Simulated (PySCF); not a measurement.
Correlation energy of Kr²⁺ (krypton, charge +2)

[Ar] 3d10 4s2 4p4, high-spin 3P determinant. Computed with PySCF 2.14 in aug-cc-pwCVDZ-PP with ECP10MDF (6s5p4d1f, 48 functions), with a scalar-relativistic core potential. Frozen: 3s2 3p6 3d10; 6 electrons correlated.

| level | correlation energy (mhartree) |
| --- | --- |
| CCSD | -101.48 |
| (T) | -1.30 |
| CCSD(T) | -102.78 |

Diagnostics: T1 = 0.0060, D1 = 0.0201, largest double amplitude 0.041.

Question: Is a single reference adequate?

Answer: Yes, within this model without spin-orbit coupling: T1 lies below 0.03 and no double amplitude reaches 0.07.
